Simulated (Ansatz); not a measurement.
Species: C10H7BS, SMILES `s1c2c(cc1)c(C#C)cc(B)c2` (charge 0, multiplicity 1), formula C$_{10}$H$_{7}$BS.

Problem. How many basis functions does frozen-core CCSD(T)/cc-pVDZ // PBE0-D3(BJ)/def2-SVP in Ansatz (a first-principles code) use, how many core orbitals are frozen, and how many electrons are correlated?

Solution. 207 basis functions and 16 frozen orbitals, which leaves 56 correlated electrons. Core time is of the order of minutes.
